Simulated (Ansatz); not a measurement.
CH9AlBNSi can be A, `C[SiH2]B[NH][AlH2]`, or B, `BC[SiH2][NH][AlH2]`.

Gas-phase electronic energies from Ansatz, PBE0-D4/def2-TZVP geometries. CCSD(T)/CBS is the MP2 limit (def2-TZVPP, def2-QZVPP) plus CCSD(T) − MP2 in def2-TZVPP, frozen cores. DFT in def2-TZVPP. B3LYP here is the variant with VWN-RPA as its local correlation; programs differ in this. Each species was taken in one conformer, which may not be the lowest.

Which is lower in electronic energy at CCSD(T)/CBS, and by how much? (Estimate.)

Ansatz gave: A, by 19.6 kJ/mol.

Give E(B) − E(A) in kJ/mol with PBE-D4, HF/def2-TZVPP, ωB97M-V, CCSD/def2-TZVPP, r2SCAN-D4, MP2/def2-TZVPP, B3LYP. (An estimate is asked.)

The calculation gave: PBE-D4 36.1, HF/def2-TZVPP 7.9, ωB97M-V 18.9, CCSD/def2-TZVPP 19.5, r2SCAN-D4 23.4, MP2/def2-TZVPP 13.9, B3LYP 25.0. None reverses the order clearly.

Largest T1 diagnostic: 0.012.

In def2-TZVPP, CCSD(T) changes the Hartree–Fock value by +13.6 kJ/mol (the triples alone add +2.0 kJ/mol) and MP2 by +5.9 kJ/mol. From PBE to PBE0 (25 % exact exchange), in def2-TZVPP and without D4, E(B) − E(A) moves by −6.1 kJ/mol.
